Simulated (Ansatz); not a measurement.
Isolated molecules relaxed with PBE0-D4/def2-TZVP in Ansatz; ΔE leaves out vibrations. CCSD(T)/CBS adds triple-zeta CCSD(T) − MP2 to the extrapolated MP2 energy (def2 sets, frozen cores). Functionals use def2-TZVPP. Each species was taken in one conformer, which may not be the lowest.

Reaction (isomerisation): `C=[C](Cl)[AlH][SiH3]` → `C=[CH][AlH][SiH2]Cl`

CCSD(T)/CBS gives -1.43 eV.

Question: Another level gave -1.29 eV. Which?
A. PBE0-D4/def2-TZVPP
B. PBE/def2-TZVPP
C. HF/def2-TZVPP
D. MP2/def2-TZVPP

Answer: B. PBE -1.29, MP2/def2-TZVPP -1.43, PBE0-D4 -1.38, HF/def2-TZVPP -1.56 eV.

Largest T1 diagnostic among the species: 0.012.

In def2-TZVPP, CCSD(T) changes the Hartree–Fock value by +0.17 eV (the triples alone add +0.04 eV) and MP2 by +0.13 eV. From PBE to PBE0 (25 % exact exchange), in def2-TZVPP and without D4, ΔE moves by −0.08 eV.
